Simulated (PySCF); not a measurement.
# Spinor energies of P³⁺ (phosphorus, charge +3)

Start: [Ne] 3s2. Calculated with PySCF 2.14 in x2c-TZVPall-2c (5s6p2d1f, 40 functions): generalised Hartree-Fock with the X2C-1e Hamiltonian and a Gaussian nucleus; one run each with spin-orbit coupling (SO) switched off, then screened by Boettger's factors.

| spinor shell | electrons | ε, spin-free (eV) | ε, screened SO (eV) | weight of nominal j (screened SO) | rms radius, screened SO (bohr) |
| --- | --- | --- | --- | --- | --- |
| 1s1/2 | 2 | -2222.5 | -2222.5 | 1.000 | 0.120 |
| 2s1/2 | 2 | -244.39 | -244.39 | 1.000 | 0.558 |
| 2p1/2 | 2 | -185.78 | -186.43 | 1.000 | 0.536 |
| 2p3/2 | 4 | -185.78 | -185.45 | 1.000 | 0.539 |
| 3s1/2 | 2 | -50.004 | -50.004 | 1.000 | 1.81 |

```tsv
quantity	spin-free	screened SO
E (hartree)	-339.37142	-339.37184
M_J	0	0
⟨J²⟩	0.000	0.000
⟨L²⟩	0.000	0.000
⟨S²⟩	0.000	0.000
```

Without spin-orbit coupling the j labels of p, d and f shells carry no meaning; the spin-free column gives the mean over the occupied spinors of each nl shell.
